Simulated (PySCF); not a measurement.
H$_{2}$PbS$_{2}$, singlet, geometry from GFN2-xTB (such geometries of metal compounds can be far from the true shape) (core potentials on Pb). Base run: HF/def2-SVP run with PySCF.

The PySCF input:
```python
from pyscf import gto, scf, solvent

mol = gto.Mole()
mol.atom = '''
    Pb   -0.246702   -0.421637    0.083003
    S    -1.113561    1.917676   -0.244379
    H     0.032344    2.548716   -0.414857
    S     2.208244    0.151041   -0.155974
    H     2.682329   -1.073991    0.014267
'''
mol.basis = 'def2-svp'
mol.ecp = {'Pb': 'def2-svp'}
mol.charge = 0
mol.spin = 0
mol.verbose = 3
mol.build()

mf = scf.RHF(mol)
mf.kernel()
```

Each row names what was changed in the base input (with any setting that the change needs).

```
change                                                   ΔE vs base (kJ/mol)  dipole (D)  HOMO-LUMO gap (eV)
-------------------------------------------------------  -------------------  ----------  ------------------
base                                                                    0.00        3.45                9.45
model = C-PCM; solvent = n-hexane                                     -17.63        4.12                9.60
model = IEF-PCM; solvent = 2-propanol                                  -39.0        5.04                9.79
model = IEF-PCM; solvent = n-hexane; vdw_scale = 1.4                   -7.54        3.82                9.52
model = IEF-PCM; solvent = dimethylsulfoxide                               …           …                   …
model = IEF-PCM; solvent = n-hexane; lebedev_order = 11                    …        4.00                9.57
model = IEF-PCM; solvent = n-hexane; r_probe = 0.5                     -6.11        3.79                9.51
model = COSMO; solvent = n-hexane                                     -13.64        3.96                9.57
model = IEF-PCM; solvent = n-hexane; lebedev_order = 41               -14.25        4.00                9.57
model = IEF-PCM; solvent = n-hexane; vdw_scale = 1.0                       …           …                   …
model = IEF-PCM; solvent = n-hexane; vdw_scale = 1.1                  -20.23        4.13                9.61
model = IEF-PCM; solvent = chloroform                                  -28.9        4.61                9.70
```

### Question
What belongs in the gaps?

### Answer

- model = IEF-PCM; solvent = dimethylsulfoxide, ΔE vs base (kJ/mol): -41.2
- model = IEF-PCM; solvent = dimethylsulfoxide, dipole (D): 5.14
- model = IEF-PCM; solvent = dimethylsulfoxide, HOMO-LUMO gap (eV): 9.81
- model = IEF-PCM; solvent = n-hexane; lebedev_order = 11, ΔE vs base (kJ/mol): -13.91
- model = IEF-PCM; solvent = n-hexane; vdw_scale = 1.0, ΔE vs base (kJ/mol): -29.1
- model = IEF-PCM; solvent = n-hexane; vdw_scale = 1.0, dipole (D): 4.30
- model = IEF-PCM; solvent = n-hexane; vdw_scale = 1.0, HOMO-LUMO gap (eV): 9.65

The base is the gas phase, so ΔE is the electrostatic part of solvation at a fixed geometry, without cavity and dispersion terms.
